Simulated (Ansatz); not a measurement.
`N[SiH](O)O` + `[OH]`• → `N[SiH]([O])O`• + H₂O  (hydrogen abstraction from the O–H bond)

Computed with Ansatz on PBE0-D4/def2-TZVP structures; ΔE is electronic, products minus reactants. CCSD(T)/CBS is frozen-core, at the limit of the def2 triple- and quadruple-zeta sets. Functionals use def2-TZVPP. No spin–orbit coupling; open shells (•) take unrestricted orbitals. Each species was taken in one conformer, which may not be the lowest.

CCSD(T)/CBS gives +6.8 kJ/mol.

(1) Another level gave +14.9 kJ/mol. Which?
A. PBE-D4/def2-TZVPP
B. B2PLYP/def2-TZVPP
C. PBE0/def2-TZVPP
D. MP2/def2-TZVPP

Largest T1 diagnostic among the species: 0.015.

## Answers

(1) D. MP2/def2-TZVPP 14.9, B2PLYP 4.6, PBE0 -0.6, PBE-D4 -14.1 kJ/mol.

From PBE to PBE0 (25 % exact exchange), in def2-TZVPP and without D4, ΔE moves by +14.8 kJ/mol.
